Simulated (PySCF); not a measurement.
Cl₂H₄Si₂, SMILES Cl[SiH]([SiH3])Cl.

Geometry: PBE0-D3(BJ)/def2-SVP.

All values below come from PBE/def2-TZVP (PySCF).

Symmetry labels are those of the subgroup Cs that the program uses (full group Cs).

List the valence orbital energies around the gap with their symmetry. (The exact figures need the calculation; the answer reports its results.)


```tsv
orbital	symmetry	energy (eV)
HOMO−7	A'	-10.07
HOMO−6	A'	-9.22
HOMO−5	A"	-8.92
HOMO−4	A'	-8.82
HOMO−3	A'	-8.21
HOMO−2	A"	-8.16
HOMO−1	A"	-7.92
HOMO	A'	-7.09
LUMO	A'	-1.48
LUMO+1	A"	-1.38
LUMO+2	A'	-0.77
LUMO+3	A'	0.21
```
